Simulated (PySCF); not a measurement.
C2H10O2Si2, SMILES C[C@H](O)[SiH2]O[SiH3].

Geometry optimised at ωB97X-D3(BJ)/def2-SVP. The structure was generated by enumeration; whether it is a known compound was not checked. The values are those of a single conformer.

Computed with HF/def2-TZVP in PySCF.

Gas-phase values at a fixed geometry.

* **total energy**: -809.34874 hartree
* **highest occupied level**: -10.92 eV
* **lowest empty level**: 2.75 eV
* **orbital gap**: 13.68 eV
* **dipole moment**: 1.68 D
* **quadrupole, principal values (traceless, Buckingham form, about the centre of nuclear charge)**: -8.57, 1.05, 7.52 D·Å
* **mean static polarisability**: 75.4 bohr³ (11.17 Å³)
* **polarisability, principal values**: 71.5, 73.7, 81.0 bohr³
